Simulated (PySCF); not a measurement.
## PdO(OH)₂, triplet: structure and spectrum

These are results of UPBE0 in PySCF with Pd def2-SVP with ECP28, O def2-SVP, H def2-SVP; scalar-relativistic core potentials, no spin–orbit coupling; density-fitted integrals, not measurements.

The structure is a minimum.

```json
{
  "Point group": "Cs",
  "Bond lengths": "O–H 0.968 Å (×2), Pd–O 1.790 Å, Pd–O 1.867 Å, Pd–O 1.945 Å",
  "Bond angles": "H–O–Pd 105.6°, H–O–Pd 114.2°, O–Pd–O 90.2°, O–Pd–O 96.0°, O–Pd–O 173.8°",
  "Enthalpy at 298.15 K above 0 K": "19.19 kJ/mol",
  "Principal quadrupole moments (Buckingham, traceless) about the centre of mass": "-2.62, -0.46, 3.08 D Å",
  "Atomisation energy without zero-point energy": "1530 kJ/mol",
  "Zero-point energy": "73.6 kJ/mol",
  "Spin squared ⟨S²⟩": "2.022",
  "Heat capacity Cp at 298.15 K": "88.3 J/(mol K)",
  "Lowest empty level (β)": "-4.56 eV",
  "Rotational symmetry number": "1",
  "Dipole moment": "0.42 D",
  "Highest occupied level (β)": "-7.89 eV",
  "Principal polarisabilities": "23.6, 40.6, 72.5 bohr³",
  "Entropy at 298.15 K and 1 bar (electronic part: spin only)": "345.8 J/(mol K)",
  "Rotational constants": "0.2803, 0.1494, 0.09747 cm⁻¹"
}
```

Harmonic modes (masses in u: Pd 105.903, O 15.995, H 1.008):
```json
{"symmetry": "a''", "ω (cm⁻¹)": "82", "IR (km/mol)": "140"}
{"symmetry": "a''", "ω (cm⁻¹)": "149", "IR (km/mol)": "0.3"}
{"symmetry": "a'", "ω (cm⁻¹)": "175", "IR (km/mol)": "5.5"}
{"symmetry": "a'", "ω (cm⁻¹)": "211", "IR (km/mol)": "8.0"}
{"symmetry": "a''", "ω (cm⁻¹)": "294", "IR (km/mol)": "84.7"}
{"symmetry": "a'", "ω (cm⁻¹)": "570", "IR (km/mol)": "12.3"}
{"symmetry": "a'", "ω (cm⁻¹)": "651", "IR (km/mol)": "12.3"}
{"symmetry": "a'", "ω (cm⁻¹)": "690", "IR (km/mol)": "62.5"}
{"symmetry": "a'", "ω (cm⁻¹)": "792", "IR (km/mol)": "146"}
{"symmetry": "a'", "ω (cm⁻¹)": "999", "IR (km/mol)": "52.1"}
{"symmetry": "a'", "ω (cm⁻¹)": "3838", "IR (km/mol)": "196"}
{"symmetry": "a'", "ω (cm⁻¹)": "3849", "IR (km/mol)": "75.1"}
```

Charges (e):
```json
{"atom": "Pd1", "Mulliken": "0.63", "Löwdin": "0.08", "polar tensor": "0.86", "spin (Mulliken)": "0.57", "Mayer order to Pd1": "–"}
{"atom": "O2", "Mulliken": "-0.26", "Löwdin": "-0.02", "polar tensor": "-0.29", "spin (Mulliken)": "1.24", "Mayer order to Pd1": "1.31"}
{"atom": "O3", "Mulliken": "-0.40", "Löwdin": "-0.14", "polar tensor": "-0.46", "spin (Mulliken)": "-0.06", "Mayer order to Pd1": "1.01"}
{"atom": "O4", "Mulliken": "-0.41", "Löwdin": "-0.12", "polar tensor": "-0.68", "spin (Mulliken)": "0.24", "Mayer order to Pd1": "0.99"}
{"atom": "H5", "Mulliken": "0.21", "Löwdin": "0.09", "polar tensor": "0.25", "spin (Mulliken)": "0.01", "Mayer order to Pd1": "0.02"}
{"atom": "H6", "Mulliken": "0.23", "Löwdin": "0.11", "polar tensor": "0.32", "spin (Mulliken)": "0.00", "Mayer order to Pd1": "0.02"}
```
Other Mayer orders above 0.3: O–H 0.94 (×2).

Mulliken populations on Pd1 (electrons outside its core potential): s 2.47, p 6.42, d 8.47, f 0.01.

Other isomers or separated fragments may lie lower. Open d and f shells are described by one determinant, and the ground state may have another occupation or spin.

The final relaxation and frequency run took 4.4 min on 2 threads of a shared Arm Neoverse N1 host, with 83 basis functions and 27 gradients; the process peaked at 1.3 GiB.
